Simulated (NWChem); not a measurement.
System: CaCl cation; SMILES [Cl][Ca+]

Here is an NWChem input.

```
start job
memory heap 200 mb stack 700 mb global 900 mb
charge 1
geometry units angstroms noautosym nocenter noautoz
  Ca     0.000000     0.000000    -1.066999
  Cl     0.000000     0.000000     1.254497
end
basis spherical bse
  Ca library x2c-tzvpall-s
  Cl library x2c-tzvpall-s
end
relativistic
  zora on
  zora:cutoff 1d-30
end
dft
  xc pbe0
  grid fine
  iterations 150
end
property
  shielding
end
task dft property
```

Excerpt of the output:

```
             Northwest Computational Chemistry Package (NWChem) 7.3.0
             --------------------------------------------------------

                             Geometry "geometry" -> ""
                             -------------------------

 Output coordinates in angstroms (scale by  1.889725989 to convert to a.u.)

  No.       Tag          Charge          X              Y              Z
 ---- ---------------- ---------- -------------- -------------- --------------
    1 Ca                  20.0000     0.00000000     0.00000000    -1.06699900
    2 Cl                  17.0000     0.00000000     0.00000000     1.25449700

 Effective nuclear repulsion energy (a.u.)      77.5018628763

                              NWChem Property Module
                              ----------------------

  itol2e modified to match energy
  convergence criterion.

                                 NWChem DFT Module
                                 -----------------

 Summary of "ao basis" -> "ao basis" (spherical)
 ------------------------------------------------------------------------------
       Tag                 Description            Shells   Functions and Types
 ---------------- ------------------------------  ------  ---------------------
 Ca                      x2c-tzvpall-s              15       39   6s6p3d
 Cl                      x2c-tzvpall-s              14       40   5s6p2d1f

  itol2e modified to match energy
  convergence criterion.

            General Information
            -------------------
          SCF calculation type: DFT
          Wavefunction type:  closed shell.
          No. of atoms     :     2
          No. of electrons :    36
           Alpha electrons :    18
            Beta electrons :    18
          Charge           :     1
          Spin multiplicity:     1
          Use of symmetry is: off; symmetry adaption is: off
          Maximum number of iterations: 150
          AO basis - number of functions:    79
                     number of shells:    29
          Convergence on energy requested:  1.00D-07
          Convergence on density requested:  1.00D-05
          Convergence on gradient requested:  5.00D-04

              XC Information
              --------------
                         PBE0 Method XC Functional
                     Hartree-Fock (Exact) Exchange  0.250
          PerdewBurkeErnzerhof Exchange Functional  0.750
            Perdew 1991 LDA Correlation Functional  1.000 local
           PerdewBurkeErnz. Correlation Functional  1.000 non-local

             Grid Information
             ----------------
          Grid used for XC integration:  fine
          Radial quadrature: Mura-Knowles
          Angular quadrature: Lebedev.
          Tag              B.-S. Rad. Rad. Pts. Rad. Cut. Ang. Pts.
          ---              ---------- --------- --------- ---------
          Ca                  1.80      140          11.0       974
          Cl                  1.00      123          11.0       770
          Grid pruning is: on
          Number of quadrature shells:   263
          Spatial weights used:  Erf1

      Superposition of Atomic Density Guess
      -------------------------------------

 Sum of atomic energies:       -1135.29980491
          Performing ZORA calculations
          ----------------------------

       Generating atomic ZORA corrections
       ----------------------------------

      Superposition of Atomic Density Guess
      -------------------------------------

 Sum of atomic energies:       -1135.29980491

 Renormalizing density from      37.00 to     36

      Non-variational initial energy
      ------------------------------

 Total energy =   -1115.859990
 1-e energy   =   -1668.919517
 2-e energy   =     475.557664
 HOMO         =      -0.863177
 LUMO         =      -0.387380

   convergence    iter        energy       DeltaE   RMS-Dens  Diis-err
 ---------------- ----- ----------------- --------- --------- ---------
 d= 0,ls=0.0,diis     1  -1143.3814995587 -1.22D+03  2.64D-02  5.88D+00
 d= 0,ls=0.0,diis     2  -1143.0644503291  3.17D-01  2.31D-02  4.18D+00
 d= 0,ls=0.0,diis     3  -1143.5088146648 -4.44D-01  7.08D-03  6.93D-01
 d= 0,ls=0.0,diis     4  -1143.6035710039 -9.48D-02  9.94D-04  1.64D-02
 d= 0,ls=0.0,diis     5  -1143.6046392969 -1.07D-03  2.94D-04  2.01D-03
  Resetting Diis
 d= 0,ls=0.0,diis     6  -1143.6048293333 -1.90D-04  1.12D-04  1.93D-04
 d= 0,ls=0.0,diis     7  -1143.6048588106 -2.95D-05  1.41D-05  1.17D-06
 d= 0,ls=0.0,diis     8  -1143.6048589156 -1.05D-07  6.36D-06  7.87D-07
 d= 0,ls=0.0,diis     9  -1143.6048590072 -9.16D-08  2.02D-06  3.89D-08

      Commencing ZORA Property Calculations
      -------------------------------------

(nogshift,skip_gshiftAOev,done_Fji)=( 1,F,T)

         Total DFT energy =    -1143.604859007229
      One electron energy =    -1718.924855950193
           Coulomb energy =      562.174427913029
    Exchange-Corr. energy =      -64.356293846374
 Nuclear repulsion energy =       77.501862876308

       Scaling correction =        2.406024485691

 Numeric. integr. density =       35.999999966832

                       DFT Final Molecular Orbital Analysis
                       ------------------------------------

 Vector   16  Occ=2.000000D+00  E=-5.001304D-01
              MO Center= -5.0D-10,  5.1D-10,  1.1D+00, r^2= 1.6D+00
   Bfn.  Coefficient  Atom+Function         Bfn.  Coefficient  Atom+Function
  ----- ------------  ---------------      ----- ------------  ---------------
    59      0.535857  2 Cl pz                62      0.342017  2 Cl pz
    56      0.182748  2 Cl pz                 5     -0.179684  1 Ca s
    50      0.175349  2 Cl pz                15      0.148625  1 Ca pz
    32     -0.138810  1 Ca d  0               3      0.127168  1 Ca s
    43      0.107098  2 Cl s                 27     -0.101824  1 Ca d  0

 Vector   17  Occ=2.000000D+00  E=-4.779809D-01
              MO Center=  9.9D-11, -1.5D-10,  1.1D+00, r^2= 1.4D+00
   Bfn.  Coefficient  Atom+Function         Bfn.  Coefficient  Atom+Function
  ----- ------------  ---------------      ----- ------------  ---------------
    57      0.397603  2 Cl px                58     -0.364491  2 Cl py
    60      0.272322  2 Cl px                61     -0.249643  2 Cl py
    54      0.138217  2 Cl px                48      0.130736  2 Cl px
    55     -0.126707  2 Cl py                49     -0.119848  2 Cl py
    51     -0.076036  2 Cl px                33     -0.073447  1 Ca d  1

 Vector   18  Occ=2.000000D+00  E=-4.779809D-01
              MO Center= -4.7D-10,  3.2D-10,  1.1D+00, r^2= 1.4D+00
   Bfn.  Coefficient  Atom+Function         Bfn.  Coefficient  Atom+Function
  ----- ------------  ---------------      ----- ------------  ---------------
    58      0.397603  2 Cl py                57      0.364491  2 Cl px
    61      0.272322  2 Cl py                60      0.249643  2 Cl px
    55      0.138217  2 Cl py                49      0.130736  2 Cl py
    54      0.126707  2 Cl px                48      0.119848  2 Cl px
    52     -0.076036  2 Cl py                31      0.073447  1 Ca d -1

[...]

          -----------------------------------------
          Chemical Shielding Tensors (GIAO, in ppm)
          -----------------------------------------

                                NWChem CPHF Module
                                ------------------

  scftype          =     RHF
  nclosed          =       18
  nopen            =        0
  variables        =     1098
  # of vectors     =        3
  tolerance        = 0.10D-03
  level shift      = 0.00D+00
  max iterations   =       50
  max subspace     =       30

 SCF residual:    1.2424210145089740E-004

Iterative solution of linear equations
  No. of variables     1098
  No. of equations        3
  Maximum subspace       30
        Iterations       50
       Convergence  1.0D-04

   iter   nsub   residual    time
   ----  ------  --------  ---------
     1      3    4.71D-01      53.7
     2      6    1.27D-02      58.5
     3      9    5.20D-04      63.5
     4     12    4.25D-05      69.4

      Atom:    1  Ca
        Diamagnetic
   1411.5000     -0.0000      0.0000
     -0.0000   1411.5000     -0.0000
      0.0000     -0.0000   1420.5533

        Paramagnetic
   -314.8680      0.0000     -0.0000
      0.0000   -314.8680      0.0000
     -0.0000      0.0000      1.6213

        Total Shielding Tensor
   1096.6320      0.0000     -0.0000
      0.0000   1096.6320      0.0000
     -0.0000      0.0000   1422.1747

           isotropic =    1205.1462
          anisotropy =     325.5427

          Principal Components and Axis System
                 1           2           3
             1422.1747   1096.6320   1096.6320

      1        -0.0000      0.6877      0.7260
      2         0.0000      0.7260     -0.6877
      3         1.0000      0.0000      0.0000

      Atom:    2  Cl
        Diamagnetic
   1145.5445      0.0000      0.0000
      0.0000   1145.5445     -0.0000
      0.0000     -0.0000   1150.7260

        Paramagnetic
  -1023.3010      0.0000     -0.0000
      0.0000  -1023.3010      0.0000
     -0.0000      0.0000      1.2839

        Total Shielding Tensor
    122.2435      0.0000     -0.0000
      0.0000    122.2435      0.0000
     -0.0000      0.0000   1152.0098

           isotropic =     465.4990
          anisotropy =    1029.7663

          Principal Components and Axis System
                 1           2           3
             1152.0098    122.2435    122.2435

      1        -0.0000      0.6765      0.7365
      2         0.0000      0.7365     -0.6765
      3         1.0000      0.0000      0.0000
```

Level: PBE0/x2c-TZVPall-s, scalar ZORA without spin-orbit coupling, GIAO. Coordinates come from a PBE0/def2-SVP optimisation. The printed shielding anisotropy is the first printed principal value minus the mean of the other two.
